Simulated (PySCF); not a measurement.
TDDFT excited states: C3H10N2Si

Species: C₃H₁₀N₂Si.
SMILES with atom numbers: `[CH3:1][NH:2][SiH:3]1[CH2:4][NH:5][CH2:6]1` (hydrogens: H7, H8, H9 on C1; H10 on N2; H11 on Si3; H12, H13 on C4; H14 on N5; H15, H16 on C6)

Computed with TDDFT B3LYP/def2-SVPD, vertical, gas phase, core orbitals frozen in the response in PySCF. The structure is a single GFN2-xTB conformer in the gas phase; no vibrational or solvent corrections. Torsions of this conformer, `[CH3:1][NH:2][SiH:3]1[CH2:4][NH:5][CH2:6]1`: C1–N2–Si3–C4 93°.

| state | E (eV) | λ (nm) | ν̃ (cm⁻¹) | f | main configurations (H = HOMO, L = LUMO) |
| --- | --- | --- | --- | --- | --- |
| S1 | 5.32 | 232.9 | 42940 | 0.0001 | H→L (92%) |
| S2 | 5.46 | 227.2 | 44010 | 0.0018 | H→L+1 (85%), H→L+2 (10%) |
| S3 | 5.72 | 216.6 | 46170 | 0.020 | H-1→L (91%) |
| S4 | 5.91 | 209.8 | 47660 | 0.0071 | H→L+2 (79%), H→L+1 (8%) |
| S5 | 6.19 | 200.4 | 49900 | 0.018 | H-1→L+1 (94%) |
| S6 | 6.34 | 195.4 | 51170 | 0.0080 | H→L+3 (92%) |
| S7 | 6.46 | 191.8 | 52140 | 0.0026 | H→L+5 (63%), H→L+4 (33%) |
| S8 | 6.55 | 189.3 | 52840 | 0.063 | H-1→L+2 (89%) |

Triplets (Tamm–Dancoff): T1 5.23 eV, H→L+1 (69%), H→L (17%); T2 5.24 eV, H→L (68%), H→L+2 (12%), H→L+1 (10%); T3 5.46 eV, H-1→L (87%).

The lowest singlet lies at 5.32 eV (233 nm, ultraviolet) and is dark (f under 0.0005); its leading configuration is HOMO→LUMO (92%). The strongest level in the table is S8 at 6.55 eV (189 nm, f = 0.063). It is the last of those listed, so stronger ones may follow. Löwdin shares by element: HOMO nitrogen 59% or more, carbon 20% or more, hydrogen 4% or more (atoms not listed hold the other 16%); LUMO silicon 22%, carbon 21% or more, hydrogen 8% or more, nitrogen 8% or more (atoms not listed hold the other 42%). Orbital energies (eV): HOMO-3 -8.47, HOMO-2 -7.87, HOMO-1 -6.51, HOMO -5.94, LUMO 0.21, LUMO+1 0.56, LUMO+2 0.84. Of the 8 states listed, 3 reach f = 0.01 and 1 stays under 0.0005. Weighted by f, the mean energy of these states is 6.29 eV. Singlets were solved by full linear response, triplets in the Tamm–Dancoff approximation.
